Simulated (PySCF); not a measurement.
## A survey of ¹⁷O NMR shifts

PySCF 2.14.0 with density-fitted response routines calculation with shielding tensors at PBE0/pcSseg-1 (GIAO) and geometry from GFN2-xTB; non-relativistic Hamiltonian, a single conformation, no solvent model, averaged over atoms made equivalent by symmetry, fast rotation or ring inversion.

Shieldings were converted by a linear fit to measured shifts: ¹⁷O: δ = 266.70 − 0.911σ (rms 10.7 ppm, 155 shifts, 12.2 ppm with the 3 outliers that the fit left out vs liquid water, solution or neat liquid). A few per cent of atoms miss by over 2 rms, more outside the fitted compound classes.

Q: Give the ¹⁷O shifts of `C=CC[Si@@](N)(C[SiH3])O[SiH3]`.

A: 
```
                     compound            environment  δ (ppm)
C=CC[Si@@](N)(C[SiH3])O[SiH3]  oxygen bonded to 2 Si     -8.1
```

Q: Order these by ¹⁷O shift, lowest first.
A. CC(C)C(=O)[SiH2]N([SiH3])[SiH3]
B. C#C[C@@](F)(CCC)[SiH2]O
C. O=CCCC([SiH3])([SiH3])N[SiH3]
D. C#CCC(=O)Cl

A: B (-28.9 ppm, oxygen bonded to Si, H), D (515.8 ppm, carbonyl oxygen), C (587.3 ppm, aldehyde oxygen), A (658.6 ppm, carbonyl oxygen).
